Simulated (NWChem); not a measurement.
Species: C3H2F2; SMILES C(=CF)=CF

```xyz
7

F     -2.2034    -0.1769     0.4301
C     -1.2557     0.3642    -0.3291
C      0.0000     0.0000    -0.2895
C      1.2557    -0.3642    -0.3291
F      2.2034     0.1769     0.4301
H     -1.6442     1.1491    -0.9884
H      1.6442    -1.1491    -0.9884
```
Atoms are numbered in this order, from 1.

Level: PBE0/def2-SVP (NWChem), optimised geometry, unscaled harmonic frequencies. 

```csv
frequency (cm⁻¹),IR intensity (km/mol)
144,0.0
188,5.6
389,6.7
551,12.6
675,40.0
859,3.5
911,10.7
1024,50.2
1175,370.9
1251,31.8
1333,27.9
1512,23.4
2124,261.4
3200,4.1
3200,3.8
```

The zero-point energy comes out as 26.5 kcal/mol. The thermal correction to the enthalpy at 298.15 K (with zero-point energy) is 30.1 kcal/mol and the heat capacity Cv comes out as 15.2 cal/(mol K). The entropy at 298.15 K and 1 atm (symmetry number 2) comes out as 70.3 cal/(mol K) and the dipole moment comes out as 1.62 D.

Rigid rotor and harmonic oscillator.
